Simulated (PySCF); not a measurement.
## Removing an electron from `C#[C][AlH][C](C)(C)CC`

Species: C7H13Al.
Geometry (PBE0-D3(BJ)/def2-SVP, Å), atoms numbered from 1 in this order:
```xyz
21
C7H13Al angstrom
C      2.861    2.481   -0.590
C      2.144    1.765    0.095
Al     1.004    0.610    1.125
C     -0.059   -0.726    0.116
C      0.830   -1.637   -0.733
C     -0.925   -1.574    1.050
C     -0.934    0.141   -0.809
C     -1.658    1.277   -0.097
H      3.494    3.117   -1.184
H      0.975    0.790    2.703
H      1.495   -1.062   -1.399
H      0.215   -2.297   -1.374
H      1.464   -2.294   -0.114
H     -0.312   -2.204    1.715
H     -1.579   -0.971    1.700
H     -1.578   -2.253    0.469
H     -1.673   -0.501   -1.328
H     -0.298    0.571   -1.602
H     -2.254    1.887   -0.792
H     -2.334    0.915    0.692
H     -0.948    1.988    0.378
```

Level: CAM-B3LYP/def2-SVPD (PySCF). Frontier orbitals with their largest atomic shares (Löwdin; up to four atoms above 4 %):

```json
{"orbital": "HOMO−3", "ε (eV)": "-10.43", "main atoms": "C4 22 %, C7 21 %, C6 13 %, C8 9 %"}
{"orbital": "HOMO−2", "ε (eV)": "-9.52", "main atoms": "C2 45 %, C1 44 %, Al3 5 %, H9 4 %"}
{"orbital": "HOMO−1", "ε (eV)": "-9.49", "main atoms": "C2 41 %, C1 41 %, Al3 5 %, H9 4 %"}
{"orbital": "HOMO", "ε (eV)": "-8.26", "main atoms": "?"}
{"orbital": "LUMO", "ε (eV)": "-0.40", "main atoms": "Al3 40 %, C2 16 %, C1 11 %, H10 8 %"}
{"orbital": "LUMO+1", "ε (eV)": "1.00", "main atoms": "Al3 48 %, C1 7 %, C8 5 %"}
{"orbital": "LUMO+2", "ε (eV)": "1.39", "main atoms": "C1 29 %, C2 25 %, Al3 22 %, H10 6 %"}
```

Task: What vertical ionisation energy does ΔSCF give, and how far is −ε(HOMO) from it?

Result: ΔSCF: 8.83 eV (852 kJ/mol; threshold wavelength 140 nm); ⟨S²⟩ of the doublet left behind is 0.757, against 0.75 for a pure doublet. −ε(HOMO) is 8.26 eV, 0.57 eV below it. For the exact functional −ε(HOMO) would equal the first vertical ionisation energy; CAM-B3LYP (range-separated hybrid) falls short of its own ΔSCF value by 6 %.

Task: On which atoms does the HOMO lie?

Result: C4 (sp3 carbon without hydrogen) 34 %, Al3 (aluminium bonded to 2 C and H) 17 %, C7 (chain CH2 carbon) 7 %, H10 (Al–H hydrogen) 7 %, so no atom holds as much as 40 %. The HOMO−1 lies 1.23 eV lower.

Task: And the vertical electron affinity, the fundamental gap, Mulliken's electronegativity and the hardness (with the factor ½)?

Result: EA = -0.17 eV by ΔSCF (−ε(LUMO) = 0.40 eV); a negative value means that the added electron isn't bound at this geometry and level, and the number then depends on the basis. IE − EA = 9.00 eV against an orbital gap of 7.86 eV; (IE + EA)/2 = 4.33 eV; (IE − EA)/2 = 4.50 eV. Parr's electrophilicity index (IE + EA)²/[8(IE − EA)] is 1.04 eV.

Task: What total energies stand behind the ΔSCF value?

Result: E(N) = -516.50770 Eh and E(N − 1) = -516.18329 Eh at the same geometry, 0.32441 Eh apart. With one more electron, E(N + 1) = -516.50153 Eh.

Task: What kinetic energy would electrons from this vertical process carry with Lyman-α light (10.199 eV)?

Result: 10.20 − 8.83 = 1.37 eV.

One conformer (not necessarily the lowest) at the PBE0-D3(BJ)/def2-SVP geometry, without solvent, vibrations or thermal averaging.
